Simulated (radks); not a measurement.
The numbers below are computed, except where a source is named.
Task: The table gives one normalised radial function P(r) = r R(r) of V2+ in [Ar] 3d2 4p1 (r in bohr). Level of theory: non-relativistic Kohn-Sham, LDA (Slater exchange, Perdew-Wang correlation), spin-polarised, spherical densities, point nucleus; open shells are filled with parallel spins first (a radial shooting solver on a logarithmic mesh with Libxc functionals).

r	P
0.003739	0.0000
0.004907	0.0000
0.00639	0.0000
0.008388	0.0000
0.01092	0.0001
0.01434	0.0002
0.01867	0.0005
0.0245	0.0011
0.03216	0.0024
0.04188	0.0049
0.05497	0.0101
0.07157	0.0198
0.09395	0.0387
0.1223	0.0713
0.1606	0.1279
0.2091	0.2139
0.2744	0.3405
0.3602	0.5022
0.4691	0.6724
0.6157	0.8213
0.8017	0.8927
1.052	0.8586
1.37	0.7264
1.799	0.5262
2.342	0.3232
3.074	0.1552
4.035	0.0541
5.254	0.0128
6.896	0.0016
8.98	0.0001

Which n and l does it have? It may be an empty orbital.

Result: n = 3, l = 2: the number of nodes gives n - l - 1 = 0, the rise at small r (about r^(l+1)) gives l, and the extent must fit the shell. The curve is that of 3d up; the table hardly tells the two spins apart. 3d up: eigenvalue -29.095 eV, 0 radial nodes, <r> = 1.20 bohr, 90 % of the charge inside 2.01 bohr.
